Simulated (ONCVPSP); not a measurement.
Scattering properties, ONCV potential for strontium

strontium (Sr), optimised norm-conserving Vanderbilt (ONCV), made with ONCVPSP 4.0.1 (PBEsol, fully relativistic). Core [Ar] 3d10, reference 4s2 4p6 5s2. Waves: 4s+5s: rc 2.25 bohr, ncon 4, nbas 7, qcut 5.3 1/bohr, 2 projectors; 4p: rc 1.95 bohr, ncon 4, nbas 7, qcut 8.8 1/bohr, 1 projector; d scattering state at 0.15 Ha: rc 2.20 bohr, ncon 4, nbas 8, qcut 5 1/bohr, 1 projector. Local part: polynomial inside 1.30 bohr (lpopt 5, dvloc0 0 Ha). Core correction: none.

Open shells are filled in proportion to 2j + 1.

In the d channel the program set the typed energies aside and used 0.050 Ha (j = l + 1/2; the other j can differ).

The phase is arctan(r·R′/R) of the radial function R(r), unwrapped; energies in Ha, scanned from -3 to 5 Ha. A pole is an energy at which the radial function vanishes at the test radius. The pseudo phase is shifted by a multiple of π to meet the all-electron one at the reference energy, and phase errors are pseudo minus all-electron; the curves can meet again beyond the range given. Levels narrower than the energy grid can be missing from the lists of poles.

```tsv
channel	radius (bohr)	reference energy (Ha)	poles, all-electron	poles, pseudo	unbroken range about the reference energy with phases within 0.05 rad	phase error 1 Ha above the reference energy (rad)
s	2.29	-0.13	-1.30, 3.29	-1.30, 2.90, 4.19	below 3.0	-0.005
p3/2	1.98	-0.82	-0.05	-0.07, 4.42	below 1.2	-0.006
p1/2	1.98	-0.87	-0.14	-0.15, 4.40	below 1.1	-0.006
d5/2	2.23	0.05	0.95	0.94	below 2.4	-0.001
d3/2	2.23	0.05	0.93	0.93	below 2.4	-0.001
```

Note: no bound ghost flagged; GHOST(+) flagged for s at 89.4 eV.

Phases in the s channel:

| E (Ha) | all-electron | pseudo |
| --- | --- | --- |
| -2.98 | 1.284 | 1.284 |
| -2.54 | 1.214 | 1.214 |
| -2.10 | 1.016 | 1.016 |
| -1.66 | -0.768 | -0.769 |
| -1.22 | -1.622 | -1.622 |
| -0.78 | -1.799 | -1.799 |
| -0.34 | -1.963 | -1.963 |
| 0.10 | -2.277 | -2.277 |
| 0.54 | -3.159 | -3.161 |
| 0.98 | -4.078 | -4.082 |
| 1.42 | -4.396 | -4.402 |
| 1.86 | -4.532 | -4.540 |
| 2.30 | -4.609 | -4.621 |
| 2.74 | -4.662 | -4.687 |
| 3.18 | -4.703 | -4.790 |
| 3.62 | -4.740 | -7.681 |
| 4.06 | -4.777 | -7.837 |
| 4.50 | -4.821 | -7.887 |
| 4.94 | -4.883 | -7.929 |
